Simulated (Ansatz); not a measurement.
Molecule: GaBr, net charge 0, singlet state. 
Coordinates optimised at B3LYP-D3(BJ)/def2-TZVP (Ansatz, a quantum-chemistry and plane-wave program):
```xyz
2

Ga     0.0000     0.0000    -1.2726
Br     0.0000     0.0000     1.1272
```

Total electronic energies in hartree. Cores are frozen in the correlated levels unless marked. Spin-orbit coupling is left out. Frozen are the shells of the preceding noble gas and the d and f shells that filled before the atom's block. Non-relativistic. FCI takes restricted orbitals. Basis-set limits of correlation are two-point, X^-3; Hartree-Fock from the larger set (for Q and 5 zeta extrapolated as (X+1)exp(-9√X)). The bracket is a focal-point correction in the basis named. The program attaches cautions to a run behind FCI/STO-3G: above unrestricted.

```json
[
 {"level": "HF/aug-cc-pVDZ", "program": "Ansatz", "energy (Eh)": "-4495.68220"},
 {"level": "RI-HF/def2-TZVPPD", "program": "Ansatz", "energy (Eh)": "-4495.74151"},
 {"level": "RI-HF/def2-QZVPPD", "program": "Ansatz", "energy (Eh)": "-4495.82975"},
 {"level": "BLYP-D4/def2-TZVPD", "program": "Ansatz + dftd4", "energy (Eh)": "-4499.18844"},
 {"level": "PBE0/def2-SVP", "program": "Ansatz", "energy (Eh)": "-4497.96591"},
 {"level": "PBE0-D4/def2-TZVP", "program": "Ansatz + dftd4", "energy (Eh)": "-4498.52655"},
 {"level": "r2SCANh-D4/def2-TZVPD", "program": "Ansatz + dftd4", "energy (Eh)": "-4499.03634"},
 {"level": "HSE06-D3(BJ)/def2-TZVPD", "program": "Ansatz + dftd3", "energy (Eh)": "-4498.53146"},
 {"level": "CAM-B3LYP/def2-TZVPD", "program": "Ansatz", "energy (Eh)": "-4499.32164"},
 {"level": "B2GP-PLYP/def2-TZVPD", "program": "Ansatz", "energy (Eh)": "-4497.95030"},
 {"level": "MP2/aug-cc-pVDZ", "program": "Ansatz", "energy (Eh)": "-4495.84682"},
 {"level": "RI-MP2/cc-pVTZ", "program": "Ansatz", "energy (Eh)": "-4496.03363"},
 {"level": "RI-MP2/cc-pVQZ", "program": "Ansatz", "energy (Eh)": "-4496.06109"},
 {"level": "SCS-MP2/6-31G", "program": "Ansatz", "energy (Eh)": "-4495.11179"},
 {"level": "SCS-MP2/cc-pVDZ", "program": "Ansatz", "energy (Eh)": "-4495.83132"},
 {"level": "SCS-MP2/def2-QZVPP", "program": "Ansatz", "energy (Eh)": "-4496.06362"},
 {"level": "CCSD/6-31G*", "program": "Ansatz", "energy (Eh)": "-4495.32816"},
 {"level": "CCSD/cc-pV5Z", "program": "Ansatz", "energy (Eh)": "-4496.09041"},
 {"level": "CCSD/CBS(def2-TZVPP,def2-QZVPP)", "program": "Ansatz", "energy (Eh)": "-4496.0967"},
 {"level": "CCSD(T)/6-31G", "program": "Ansatz", "energy (Eh)": "-4495.12821"},
 {"level": "FCI/STO-3G", "program": "Ansatz", "energy (Eh)": "-4445.59017"},
 {"level": "RI-MP2/CBS(def2-TZVPP,def2-QZVPP)+[CCSD(T)-MP2]/def2-QZVPP", "program": "Ansatz", "energy (Eh)": "-4496.1091"},
 {"level": "CCSD(T)/CBS(cc-pVQZ,cc-pV5Z)", "program": "Ansatz", "energy (Eh)": "-4496.1104"}
]
```

Totals of different functionals don't rank their quality; only differences between species are comparable.
